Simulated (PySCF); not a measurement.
SZn, SMILES [S]=[Zn]. Atoms are numbered in the order given.

```xyz
2

Zn     0.0000     0.0000    -0.7152
S      0.0000     0.0000     1.3410
```
Charge 0, spin multiplicity 1.

The structure is a stationary point at PBE0-D3(BJ)/def2-TZVP.

The numbers are results of PBE0/pcSseg-2 (PySCF), not measurements.

GIAO shieldings, no solvent; atoms alike by connectivity are averaged. δ = σ(ref) − σ: ³³S against H2S (σ = 711.3 ppm), references at their B3LYP-D3(BJ)/def2-TZVP geometries, non-relativistic.

```csv
nucleus,atoms,count,δ (ppm)
³³S,S2,1,1795.8
```
